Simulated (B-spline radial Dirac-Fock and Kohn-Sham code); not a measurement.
Method: the Dirac equation of a negative muon with reduced mass in the field of a spherical finite nucleus, with the Uehling potential to all orders; nuclear polarisation, deformation, hyperfine structure, self-energy, higher-order vacuum polarisation, relativistic recoil and electron screening are left out. Computed with a radial B-spline solver. The nuclear charge is a Fermi distribution (skin thickness 2.3 fm).

Q: A muonic atom of atomic mass 21.99 u emits these computed lines: 2p3/2 → 1s1/2 207.5 keV, 3d5/2 → 2p3/2 39.00 keV, 4f7/2 → 3d5/2 13.62 keV, 5g9/2 → 4f7/2 6.300 keV. Which element is it, and what rms charge radius was used?

A: Neon (Z = 10, nuclide ²²Ne); the high transitions hardly feel the nucleus and fix Z. The 2p → 1s line lies 2.719 keV below the value for a point nucleus without QED, which for this nuclear model gives a radius near 2.95 fm (2.9525 fm was used).
